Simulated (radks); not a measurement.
Spherical jellium clusters: N electrons in a uniform positive sphere of charge N and radius rs N^(1/3), rs = 2.16 bohr. Method: non-relativistic Kohn-Sham, LDA (Slater exchange, Perdew-Wang correlation), spin-polarised, spherical densities; computed with a radial shooting solver with Libxc functionals. Levels are named by radial order and angular momentum (1s, 1p, 1d, 2s, ...), and open shells are averaged over m.

N = 5, configuration 1s2 1p(up 3, down 0). This is the lowest configuration that the search found. Occupied and some empty levels:

| level | occupation | eigenvalue (eV) | <r> (bohr) |
|---|---|---|---|
| 1s up | 1 | -8.8404 | 2.732 |
| 1s down | 1 | -7.5098 | 2.721 |
| 1p up | 3 | -4.2280 | 3.798 |
| 1p down | 0 | -2.9355 | 4.022 |
| 2s up | 0 | -1.0376 | 6.708 |
| 2s down | 0 | -0.61928 | 7.787 |
| 1d up | 0 | -0.29720 | 6.308 |

Energy (eV): total -1.38617, kinetic 23.123, external -199.05, Hartree 91.190, exchange-correlation -27.162, background 110.51.

Electron density:

| r (bohr) | n(r) (e/bohr^3) |
|---|---|
| 0.330 | 0.02465 |
| 0.881 | 0.02474 |
| 1.43 | 0.02413 |
| 1.98 | 0.02193 |
| 2.54 | 0.01789 |
| 3.09 | 0.01280 |
| 3.64 | 0.008023 |
| 4.19 | 0.004546 |
| 4.74 | 0.002428 |
| 5.29 | 0.001253 |
| 5.84 | 0.0006319 |
| 6.39 | 0.0003147 |
| 6.95 | 0.0001554 |
